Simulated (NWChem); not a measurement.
The numbers come from NWChem runs, not from measurements. System: AlP, charge 0, spin multiplicity 3, at a geometry optimised with UPBE0/def2-SVP. The structure started from a generated list of species. Its SCF solution wasn't tested for a lower state. Level: UHF/cc-pVQZ.

The NWChem input:

```
start mol
memory heap 200 mb stack 900 mb global 1100 mb
geometry units angstroms nocenter noautoz
  Al     0.000000     0.000000     1.182537
  P      0.000000     0.000000    -1.024865
  symmetry group C2v
end
basis spherical
  * library cc-pvqz
end
scf
  uhf
  nopen 2
  maxiter 100
  thresh 1e-7
  semidirect memsize 60000000 filesize 0
  # guess.movecs holds the orbitals of an unrestricted PBE0 run
  vectors input guess.movecs output mol.movecs
end
task scf energy
```

Part of the output:

```
             Northwest Computational Chemistry Package (NWChem) 7.3.0
             --------------------------------------------------------

                                NWChem Input Module
                                -------------------

 Scaling coordinates for geometry "geometry" by  1.889725989
 (inverse scale =  0.529177249)

 Turning off AUTOSYM since
 SYMMETRY directive was detected!

                             Geometry "geometry" -> ""
                             -------------------------

 Output coordinates in angstroms (scale by  1.889725989 to convert to a.u.)

  No.       Tag          Charge          X              Y              Z
 ---- ---------------- ---------- -------------- -------------- --------------
    1 Al                  13.0000     0.00000000     0.00000000     1.18253700
    2 P                   15.0000     0.00000000     0.00000000    -1.02486500

 Effective nuclear repulsion energy (a.u.)      46.7470644472

            Nuclear Dipole moment (a.u.)
            ----------------------------
        X                 Y               Z
 ---------------- ---------------- ----------------
     0.0000000000     0.0000000000     0.0000113384

      Symmetry information
      --------------------

 Group name             C2v
 Group number             16
 Group order               4
 No. of unique centers     2

      Symmetry unique atoms

     1    2


 Summary of "ao basis" -> "" (spherical)
 ------------------------------------------------------------------------------
       Tag                 Description            Shells   Functions and Types
 ---------------- ------------------------------  ------  ---------------------
 *                          cc-pvqz                   on all atoms

 Summary of "ao basis" -> "ao basis" (spherical)
 ------------------------------------------------------------------------------
       Tag                 Description            Shells   Functions and Types
 ---------------- ------------------------------  ------  ---------------------
 Al                         cc-pvqz                 17       59   6s5p3d2f1g
 P                          cc-pvqz                 17       59   6s5p3d2f1g

                                 NWChem SCF Module
                                 -----------------

  ao basis        = "ao basis"
  functions       =   118
  atoms           =     2
  alpha electrons =    15
  beta  electrons =    13
  charge          =   0.00
  wavefunction    = UHF
  use symmetry    = T
  symmetry adapt  = T

 Summary of "ao basis" -> "ao basis" (spherical)
 ------------------------------------------------------------------------------
       Tag                 Description            Shells   Functions and Types
 ---------------- ------------------------------  ------  ---------------------
 Al                         cc-pvqz                 17       59   6s5p3d2f1g
 P                          cc-pvqz                 17       59   6s5p3d2f1g

      Symmetry analysis of basis
      --------------------------

        a1         48
        a2         14
        b1         28
        b2         28

 Forming initial guess at       0.1s

   Symmetry analysis of molecular orbitals - initial alpha
   -------------------------------------------------------

  Numbering of irreducible representations:

     1 a1          2 a2          3 b1          4 b2

  Orbital symmetries:

     1 a1          2 a1          3 a1          4 b1          5 a1
     6 b2          7 a1          8 b1          9 a1         10 b2
    11 a1         12 a1         13 b1         14 a1         15 b2
    16 b1         17 b2         18 a1         19 a1         20 b1
    21 b2         22 a2         23 a1         24 a1         25 a1

   Symmetry analysis of molecular orbitals - initial beta
   ------------------------------------------------------

  Numbering of irreducible representations:

     1 a1          2 a2          3 b1          4 b2

  Orbital symmetries:

     1 a1          2 a1          3 a1          4 b1          5 a1
     6 b2          7 a1          8 b1          9 b2         10 a1
    11 a1         12 a1         13 b2         14 a1         15 b1
    16 b2         17 b1         18 a1         19 a1         20 b2
    21 b1         22 a2         23 a1         24 a1         25 a1

 Starting SCF solution at       0.1s

 ----------------------------------------------
         Quadratically convergent UHF

 Convergence threshold     :          1.000E-07
 Maximum no. of iterations :          100
 Integral*density screening:          1.000E-09
 ----------------------------------------------

              iter       energy          gnorm     gmax       time
             ----- ------------------- --------- --------- --------
                 1     -582.6132624502  5.67D-01  1.87D-01      4.7
                 2     -582.6240488068  5.12D-02  9.58D-03      4.8
                 3     -582.6255242040  4.44D-03  2.13D-03      5.1
                 4     -582.6255598557  1.18D-04  4.55D-05      5.7
  ga_iter_lsolve: convergence stagnant ... aborting solve
                 5     -582.6255598839  1.31D-07  7.33D-08      6.5
                 6     -582.6255598839  7.50D-09  3.15D-09      6.9

       Final UHF  results
       ------------------

         Total SCF energy =   -582.625559883924
      One electron energy =   -901.843019987351
      Two electron energy =    272.470395656198
 Nuclear repulsion energy =     46.747064447229

                       Sz =      1.0000
                 Sz(Sz+1) =      2.0000
                      S^2 =      2.0705

        Time for solution =      6.8s
[...]
    21 b1         22 a2         23 a1         24 a1         25 a1

          Final alpha eigenvalues
          -----------------------

              1
    1  -79.9344
    2  -58.5191
    3   -7.4779
    4   -5.3786
    5   -5.3761
    6   -5.3669
    7   -4.9315
    8   -3.2454
    9   -3.2410
   10   -3.2386
   11   -0.8036
   12   -0.4682
   13   -0.3647
   14   -0.3370
   15   -0.3142
   16    0.0218
   17    0.0337
   18    0.0820
   19    0.1243
   20    0.1560
   21    0.1664
   22    0.1813
   23    0.1876
   24    0.1894
   25    0.2045

          Final beta eigenvalues
          ----------------------

              1
    1  -79.9240
    2  -58.5172
    3   -7.4662
    4   -5.3570
    5   -5.3512
    6   -5.3482
    7   -4.9289
    8   -3.2394
    9   -3.2384
   10   -3.2324
   11   -0.6570
   12   -0.3656
   13   -0.2797
   14   -0.0146
   15   -0.0066
   16    0.0451
   17    0.0839
   18    0.0947
   19    0.1471
   20    0.1638
   21    0.1726
   22    0.1936
   23    0.1936
   24    0.2063
   25    0.2406

                    UHF Final Alpha Molecular Orbital Analysis
                    ------------------------------------------

 Vector   13  Occ=1.000000D+00  E=-3.646733D-01  Symmetry=b1
              MO Center=  1.5D-17, -4.5D-16, -7.8D-01, r^2= 2.1D+00
   Bfn.  Coefficient  Atom+Function         Bfn.  Coefficient  Atom+Function
  ----- ------------  ---------------      ----- ------------  ---------------
    75      0.488681  2 P  px                72      0.282734  2 P  px
    78      0.248767  2 P  px                69      0.215147  2 P  px

 Vector   14  Occ=1.000000D+00  E=-3.369863D-01  Symmetry=a1
              MO Center= -3.9D-16, -1.4D-16,  9.3D-01, r^2= 4.1D+00
   Bfn.  Coefficient  Atom+Function         Bfn.  Coefficient  Atom+Function
  ----- ------------  ---------------      ----- ------------  ---------------
     5      0.434053  1 Al s                 77     -0.345404  2 P  pz
     6      0.307821  1 Al s                 18      0.270579  1 Al pz
    15      0.212365  1 Al pz                 3      0.211279  1 Al s
    74     -0.192251  2 P  pz                80     -0.191967  2 P  pz

 Vector   15  Occ=1.000000D+00  E=-3.141928D-01  Symmetry=b2
              MO Center= -1.8D-15, -2.0D-15, -7.3D-01, r^2= 2.3D+00
   Bfn.  Coefficient  Atom+Function         Bfn.  Coefficient  Atom+Function
  ----- ------------  ---------------      ----- ------------  ---------------
    76      0.450151  2 P  py                73      0.273750  2 P  py
    79      0.275042  2 P  py                70      0.217281  2 P  py

 Vector   16  Occ=0.000000D+00  E= 2.175632D-02  Symmetry=b1
              MO Center=  7.7D-15,  3.6D-15,  1.4D+00, r^2= 6.4D+00
   Bfn.  Coefficient  Atom+Function         Bfn.  Coefficient  Atom+Function
  ----- ------------  ---------------      ----- ------------  ---------------
    19      0.765425  1 Al px                78     -0.361281  2 P  px
    16      0.299253  1 Al px                13      0.171406  1 Al px

 Vector   17  Occ=0.000000D+00  E= 3.373931D-02  Symmetry=b2
              MO Center=  3.0D-15,  7.9D-15,  1.4D+00, r^2= 6.7D+00
   Bfn.  Coefficient  Atom+Function         Bfn.  Coefficient  Atom+Function
  ----- ------------  ---------------      ----- ------------  ---------------
    20      0.800183  1 Al py                79     -0.389415  2 P  py
    17      0.252385  1 Al py                14      0.169932  1 Al py

 Vector   18  Occ=0.000000D+00  E= 8.197279D-02  Symmetry=a1
              MO Center= -7.6D-16,  2.8D-16,  9.6D-01, r^2= 1.2D+01
   Bfn.  Coefficient  Atom+Function         Bfn.  Coefficient  Atom+Function
  ----- ------------  ---------------      ----- ------------  ---------------
    65      2.904238  2 P  s                  6     -1.798053  1 Al s
    21      1.761891  1 Al pz                80      0.971987  2 P  pz
    18      0.797531  1 Al pz                 5     -0.644396  1 Al s
    77      0.397937  2 P  pz                24     -0.362845  1 Al d  0
    64     -0.352863  2 P  s                 62      0.230903  2 P  s

                     UHF Final Beta Molecular Orbital Analysis
                     -----------------------------------------

 Vector   11  Occ=1.000000D+00  E=-6.569807D-01  Symmetry=a1
              MO Center= -3.4D-18,  2.1D-17, -6.4D-01, r^2= 1.5D+00
   Bfn.  Coefficient  Atom+Function         Bfn.  Coefficient  Atom+Function
  ----- ------------  ---------------      ----- ------------  ---------------
    64      0.523785  2 P  s                 62      0.462312  2 P  s
    65      0.238664  2 P  s                 63      0.232728  2 P  s
     3      0.171572  1 Al s                  5      0.170458  1 Al s

 Vector   12  Occ=1.000000D+00  E=-3.655592D-01  Symmetry=a1
              MO Center=  1.1D-15,  3.8D-15,  3.1D-01, r^2= 3.4D+00
   Bfn.  Coefficient  Atom+Function         Bfn.  Coefficient  Atom+Function
  ----- ------------  ---------------      ----- ------------  ---------------
     5      0.493292  1 Al s                  3      0.396176  1 Al s
    64     -0.274234  2 P  s                  4      0.263526  1 Al s
    62     -0.234649  2 P  s                 65     -0.178125  2 P  s
    77      0.177588  2 P  pz                 6      0.165915  1 Al s

 Vector   13  Occ=1.000000D+00  E=-2.797451D-01  Symmetry=b2
              MO Center=  1.9D-16,  5.2D-16, -5.0D-01, r^2= 2.8D+00
   Bfn.  Coefficient  Atom+Function         Bfn.  Coefficient  Atom+Function
  ----- ------------  ---------------      ----- ------------  ---------------
    76      0.377348  2 P  py                79      0.266150  2 P  py
    73      0.239372  2 P  py                17      0.210453  1 Al py
    70      0.201280  2 P  py

 Vector   14  Occ=0.000000D+00  E=-1.463752D-02  Symmetry=a1
              MO Center= -3.2D-17, -1.8D-15,  7.1D-01, r^2= 6.0D+00
   Bfn.  Coefficient  Atom+Function         Bfn.  Coefficient  Atom+Function
  ----- ------------  ---------------      ----- ------------  ---------------
     6      1.008248  1 Al s                 65     -0.682347  2 P  s
    80     -0.670977  2 P  pz                77     -0.449110  2 P  pz
     5      0.341741  1 Al s                 18     -0.269963  1 Al pz
    15      0.186055  1 Al pz                71     -0.185025  2 P  pz

 Vector   15  Occ=0.000000D+00  E=-6.619736D-03  Symmetry=b1
              MO Center=  1.2D-16, -7.5D-15,  4.1D-01, r^2= 5.4D+00
   Bfn.  Coefficient  Atom+Function         Bfn.  Coefficient  Atom+Function
  ----- ------------  ---------------      ----- ------------  ---------------
    19      0.505109  1 Al px                16      0.203913  1 Al px
    75      0.180380  2 P  px                78      0.175920  2 P  px
    13      0.159350  1 Al px

 Vector   16  Occ=0.000000D+00  E= 4.514769D-02  Symmetry=b2
              MO Center=  5.2D-16, -1.2D-14,  1.1D+00, r^2= 7.2D+00
   Bfn.  Coefficient  Atom+Function         Bfn.  Coefficient  Atom+Function
  ----- ------------  ---------------      ----- ------------  ---------------
    20      0.842181  1 Al py                79     -0.523714  2 P  py
    17      0.228967  1 Al py                14      0.161272  1 Al py
    73     -0.158447  2 P  py

 center of mass
 --------------
 x =   0.00000000 y =   0.00000000 z =   0.00530662

 moments of inertia (a.u.)
 ------------------
         250.915817363840           0.000000000000           0.000000000000
           0.000000000000         250.915817363840           0.000000000000
           0.000000000000           0.000000000000           0.000000000000

  Mulliken analysis of the total density
  --------------------------------------

    Atom       Charge   Shell Charges
 -----------   ------   -------------------------------------------------------
    1 Al  13    12.65   2.00  1.97 -0.02  0.41  0.95  0.33  5.96  0.00  0.30  0.48  0.12  0.07  0.05  0.02  0.01  0.01  0.00
    2 P   15    15.35   2.00  1.96 -0.02  0.36  1.08  0.47  5.95  0.05  0.83  1.75  0.86  0.03  0.02  0.00  0.00  0.00  0.00

  Mulliken analysis of the alpha density
  --------------------------------------

    Atom       Charge   Shell Charges
 -----------   ------   -------------------------------------------------------
    1 Al  13     6.54   1.00  0.99 -0.01  0.19  0.51  0.21  2.99 -0.00  0.21  0.32  0.06  0.03  0.03  0.01  0.01  0.00  0.00
    2 P   15     8.46   1.00  0.98 -0.02  0.17  0.57  0.23  2.94  0.07  0.62  1.31  0.56  0.01  0.01  0.00  0.00  0.00  0.00

   Mulliken analysis of the beta density
   -------------------------------------

    Atom       Charge   Shell Charges
 -----------   ------   -------------------------------------------------------
    1 Al  13     6.11   1.00  0.99 -0.01  0.22  0.44  0.12  2.97  0.00  0.09  0.16  0.06  0.04  0.02  0.01  0.00  0.00  0.00
    2 P   15     6.89   1.00  0.98 -0.01  0.19  0.51  0.24  3.01 -0.02  0.22  0.44  0.30  0.02  0.01  0.00  0.00  0.00  0.00

   Mulliken analysis of the spin density
   -------------------------------------

    Atom       Charge   Shell Charges
 -----------   ------   -------------------------------------------------------
    1 Al  13     0.43   0.00  0.00 -0.00 -0.03  0.07  0.08  0.01 -0.01  0.12  0.16 -0.01 -0.01  0.01  0.01  0.00  0.00  0.00
    2 P   15     1.57   0.00  0.01 -0.01 -0.03  0.05 -0.01 -0.07  0.09  0.40  0.87  0.26 -0.00  0.00  0.00  0.00  0.00  0.00

       Multipole analysis of the density wrt the origin
       ------------------------------------------------

     L   x y z        total         alpha         beta         nuclear
     -   - - -        -----         -----         ----         -------
     0   0 0 0     -0.000000    -15.000000    -13.000000     28.000000

     1   1 0 0      0.000000      0.000000     -0.000000      0.000000
     1   0 1 0     -0.000000      0.000000     -0.000000      0.000000
     1   0 0 1      1.089221      1.017262      0.071947      0.000011

     2   2 0 0    -18.259950    -11.989511     -6.270439      0.000000
     2   1 1 0      0.000000     -0.000000      0.000000      0.000000
     2   1 0 1     -0.000000     -0.000000     -0.000000      0.000000
     2   0 2 0    -21.667942    -11.639481    -10.028460      0.000000
     2   0 1 1      0.000000      0.000000     -0.000000      0.000000
     2   0 0 2    -19.169169    -79.531976    -60.818913    121.181721

 Task  times  cpu:        6.9s     wall:        6.9s

 Total times  cpu:        6.9s     wall:        6.9s
```
